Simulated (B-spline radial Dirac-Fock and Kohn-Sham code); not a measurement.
**Ionisation of each subshell: Bi⁵³⁺**

System: the Bi⁵³⁺ ion in the configuration [Ar] 3d10 4s2; nuclear rms radius 5.5211 fm (A = 209).

Input file task.json (cfg lists n, l and occupation; rrms is the nuclear radius in fm):

```json
{"items": [{
  "Z": 83,
  "q": 53,
  "cfg": [[1, 0, 2], [2, 0, 2], [2, 1, 6], [3, 0, 2], [3, 1, 6], [3, 2, 10], [4, 0, 2]],
  "A": 209,
  "rrms": 5.5211,
  "do": ["binding"]
}]}
```

Command: `python xray_run.py task.json out`

Calculated with a B-spline atomic structure program, using Dirac-Fock ΔSCF + Breit + QED. Electron correlation is not included. Energies are counted from the vacuum level.

All terms are in eV, carry their sign (relaxation lowers the binding energy) and add up to the binding energy; ⟨r⟩ is the mean radius of the orbital in the initial state.

```
subshell  −ε (Koopmans)  relaxation    Gaunt  retardation  self-energy  vacuum polarisation  binding energy  ⟨r⟩ (bohr)
      1s        94148.0      -55.72  -370.48        34.37      -227.78                49.45         93577.9       0.016
      2s        19473.8      -20.47   -43.88         3.34       -35.05                 7.21         19385.0       0.066
   2p1/2        18807.2      -24.95   -74.02         7.57        -1.56                 0.54         18714.8       0.054
   2p3/2        16473.3      -21.14   -49.50        11.03        -3.01                -0.24         16410.5       0.063
      3s         6851.4       -3.46    -9.70         0.83        -8.51                 1.71          6832.3       0.167
   3p1/2         6556.4       -4.24   -15.91         1.50        -0.60                 0.14          6537.3       0.158
   3p3/2         6003.7       -3.36   -10.56         2.45        -0.84                -0.07          5991.3       0.173
   3d3/2         5547.2       -4.86    -7.73         0.83         0.55                -0.08          5535.9       0.150
   3d5/2         5429.5       -4.44    -5.67         0.89         0.24                -0.08          5420.5       0.155
      4s         3334.6       -0.30    -3.43         0.38        -2.86                 0.58          3328.9       0.333
```

For the deepest level, K (1s), the Breit terms make up -0.359 % of the binding energy, QED -0.191 % and orbital relaxation -0.060 %.

Going to the tabulated ground configuration of the next ion removes an electron from N1 (4s), computed at 3328.9 eV. NIST lists 3329 ± 5 eV as the ionisation energy of this species (theoretical), +0.08 eV from the computed value, within the stated uncertainty.
